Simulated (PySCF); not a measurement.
Potential energy curve for BeH (cation, charge +1), singlet.

Methods: RHF/cc-pVDZ (PySCF); UKS-B3LYP = unrestricted B3LYP/cc-pVDZ (PySCF); RCCSD = CCSD on RHF/cc-pVDZ run with PySCF 2.14.0.

Energies are in kcal/mol, each relative to the lowest point of its own curve near equilibrium.

```csv
R / Å,RHF,UKS-B3LYP,RCCSD
1.06,20.0,19.8,20.3
1.12,10.7,10.8,11.1
1.20,3.4,3.7,3.8
1.24,1.4,1.7,1.7
1.29,0.2,0.3,0.3
1.33,0.0,0.0,0.0
1.38,0.6,0.4,0.4
1.41,1.4,1.0,1.0
1.46,3.2,2.5,2.4
1.53,6.7,5.4,5.3
1.65,14.4,11.9,11.6
1.80,25.6,21.5,20.6
1.98,39.9,33.4,31.4
2.18,55.4,44.3,42.0
2.36,68.1,51.4,49.6
2.66,86.3,59.0,58.6
2.92,99.0,63.0,63.2
3.23,110.8,65.8,66.1
3.54,119.7,67.5,67.5
3.96,128.3,68.8,68.3
4.69,136.9,69.6,68.7
5.29,140.5,69.5,68.8
```

At the longest distance, 5.29 Å, RHF lies highest above its minimum (140.5 kcal/mol) and RCCSD lowest (68.8 kcal/mol).

The restricted form behind RHF keeps the bonding electrons paired and can't separate into open-shell fragments. The unrestricted determinant behind UKS-B3LYP is spin-contaminated at 1.98 to 5.29 Å (<S²> up to 0.9, against 0.00 for a pure singlet). At the longest distance UKS-B3LYP leaves fractional charges on the fragments, a sign of delocalisation error or of the restricted form. The T1 diagnostic of CCSD on the restricted reference of RCCSD exceeds 0.045 at 2.66 to 5.29 Å.
